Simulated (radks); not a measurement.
Task: Coherent X-ray form factor from a spherical all-electron density. All-electron calculation, scalar-relativistic Kohn-Sham, PBE, spin-unpolarised, spherical densities, finite nucleus; Fermi nuclear charge, rms radius of each element as measured or else 0.836 A^(1/3) + 0.57 fm. Program: a radial shooting solver on a logarithmic mesh with Libxc functionals.

| sin(theta)/lambda (1/angstrom) | f0 (electrons) |
|---|---|
| 0.05 | 27.641 |
| 0.1 | 26.641 |
| 0.15 | 25.181 |
| 0.2 | 23.462 |
| 0.25 | 21.646 |
| 0.3 | 19.839 |
| 0.4 | 16.503 |
| 0.5 | 13.720 |
| 0.6 | 11.536 |
| 0.8 | 8.694 |
| 1 | 7.180 |
| 1.25 | 6.104 |
| 1.5 | 5.297 |
| 2 | 3.845 |

The species is in the configuration that NIST lists as its ground one. Which atom or ion scatters so?

Result: The copper ion Cu+, [Ar] 3d10. Extrapolating in s^2 from the first two rows gives f0(0) = 28.0, near the electron count 28; among species with that count, the fall with angle is slower the higher Z, and the table is that of Z = 29; from so few rows the species is fixed only to a neighbour or two.
